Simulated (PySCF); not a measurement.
Species: C₅H₁₂Si.
Geometry (PBE0-D3(BJ)/def2-SVP, Å), atoms numbered from 1 in this order:
```xyz
18
C5H12Si angstrom
C      2.6928   -0.2375   -0.0060
Si     1.1470    0.7729    0.3446
C     -0.3282    0.1444   -0.6465
C     -1.6965    0.7330   -0.2126
C     -1.9784   -0.5680    0.5622
C     -0.8447   -1.2561   -0.2211
H      3.5424    0.1141    0.5992
H      2.9774   -0.1615   -1.0672
H      2.5281   -1.3014    0.2258
H      0.8155    0.6997    1.8066
H      1.3907    2.2145    0.0124
H     -0.0900    0.2512   -1.7187
H     -2.3755    0.8626   -1.0699
H     -1.6971    1.6736    0.3621
H     -1.7357   -0.4687    1.6310
H     -2.9869   -0.9999    0.4785
H     -1.2212   -1.8316   -1.0812
H     -0.1646   -1.9114    0.3481
```

All values: wB97X-D/def2-SVPD (PySCF, non-relativistic), on one gas-phase PBE0-D3(BJ)/def2-SVP geometry that isn't relaxed in the solvent. The solvent is an IEF-PCM continuum (cavity from Bondi-type radii × 1.2), and excitations are vertical TDDFT with non-equilibrium linear response and a frozen core. The model holds no explicit solvent molecules, cavitation or dispersion.

```csv
run,E − E(gas) (kcal/mol),HOMO (eV),HOMO–LUMO gap (eV),dipole (D),lowest singlet (eV),static polarisability (au)
gas,0.00,-9.65,11.88,0.82,7.85,84.9
P,-0.41,-9.58,11.88,0.93,7.85,95.5
Q,-1.04,-9.53,11.89,1.14,7.87,115.8
```

Problem. The runs were made in cyclohexane and methanol. Which run belongs to which solvent?

Solution. P = cyclohexane, Q = methanol. The dielectric constants are 2.017 (cyclohexane), 32.61 (methanol), and the energy falls further as ε rises. The optical constants n² used for the excitations are 2.04, 1.77 in the same order. In this model the ground state sees the solvent through ε alone.

Problem. How constant is the ratio of the lowering to (ε − 1)/(2ε + 1)?

Solution. 
| solvent | (ε − 1)/(2ε + 1) | E − E(gas) (kcal/mol) | ratio (kcal/mol) | polarisation term (kcal/mol) |
| --- | --- | --- | --- | --- |
| cyclohexane | 0.202 | -0.41 | -2.0 | -0.43 |
| methanol | 0.477 | -1.04 | -2.2 | -1.16 |

The ratio changes by +7.5 % in size from cyclohexane to methanol. The polarisation term is half the interaction of the solute with the induced surface charges.

The pairwise dispersion term of wB97X-D wasn't added to the energies; at a given geometry it leaves orbitals and properties as they are.
